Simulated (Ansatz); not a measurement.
Spectroscopic constants of OsCl, multiplicity 6 (lowest of 2S+1 = 2, 4, 6 at CCSD(T)/def2-TZVPP on PBE0 minima; our sources give no spin for the ground state, which may be another). No spin–orbit coupling.

The constants come from a fifth-degree fit in 1/R (seven points, main isotopes). In def2 and cc sets the state is the lowest found near the PBE0 minimum, followed along R.

Correlated levels freeze the inner cores; with def2 sets outer-core shells near the valence are correlated too.

Programs: Ansatz (an electronic-structure program) with Gaussian orbitals.  In def2 rows elements past Kr take small-core potentials, without spin–orbit coupling.

Problem. What bond length and harmonic frequency does B3LYP/def2-TZVPP give?

Solution. r_e = 2.335 Å, ω_e = 324 cm⁻¹.

Problem. What bond length and harmonic frequency does wB97X-V/def2-TZVPP give?

Solution. r_e = 2.305 Å, ω_e = 346 cm⁻¹.

Problem. What bond length and harmonic frequency does CCSD(T)/def2-TZVPP give?

Solution. r_e = 2.286 Å, ω_e = 361 cm⁻¹.
